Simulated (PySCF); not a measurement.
Predicted microwave data (PBE0-D3(BJ)/def2-SVP geometry optimisation, gas phase in PySCF) for one isomer of C9H13F:

- Rotational constants: A = 1544, B = 842.5, C = 656.2 MHz
- Dipole components: |μa| = 1.22 D, |μb| = 0.75 D, |μc| = 0.73 D
- Inertial defect: -156.96 u·Å²
- κ: -0.58

Question: Which structure is it? (One computed conformer of each.)
A. `[CH2:1]=[CH:2][CH2:3][C@@H:4]1[CH2:5][C@@H:6]1/[CH:7]=[CH:8]\[CH2:9][F:10]` with C1–C2–C3–C4 -120°, C2–C3–C4–C5 -87°, C5–C6–C7–C8 161°, C7–C8–C9–F10 -175°
B. `[CH2:1]=[CH:2][C@@H:3]1[CH2:4][C@H:5]2[CH2:6][CH2:7][C@H:8]2[C@H:9]1[F:10]` with C1–C2–C3–C4 -125°, C2–C3–C4–C5 -163°, C3–C4–C5–C6 -72°, C4–C5–C6–C7 108°, C5–C6–C7–C8 0°
C. `[CH2:1]=[CH:2]/[C:3](=[CH:4]\[CH2:5][F:6])[C:7](=[CH2:8])[CH2:9][CH3:10]` with C1–C2–C3–C4 -161°, C3–C4–C5–F6 -169°, C2–C3–C7–C8 43°, C3–C7–C9–C10 65°

Answer: C. It is C=C/C(=C\CF)C(=C)CC, an asymmetric top, point group C1. The candidates at the same level (rigid rotor, commonest isotopes):

```csv
SMILES,A (MHz),B (MHz),C (MHz),μa (D),μb (D),μc (D),Δ (u·Å²),point group,rotor
C=C[C@@H]1C[C@H]2CC[C@H]2[C@H]1F,2188,1060,861.0,0.74,1.48,0.67,-121.01,C1,asymmetric top
C=CC[C@@H]1C[C@@H]1/C=C\CF,2983,468.5,434.8,1.75,0.86,0.45,-85.89,C1,near-prolate asymmetric top
C=C/C(=C\CF)C(=C)CC,1544,842.5,656.2,1.22,0.75,0.73,-156.96,C1,asymmetric top
```

`C=C[C@@H]1C[C@H]2CC[C@H]2[C@H]1F` has A 42 % too high; `C=CC[C@@H]1C[C@@H]1/C=C\CF` has A 93 % too high. No structure here is proved a minimum.
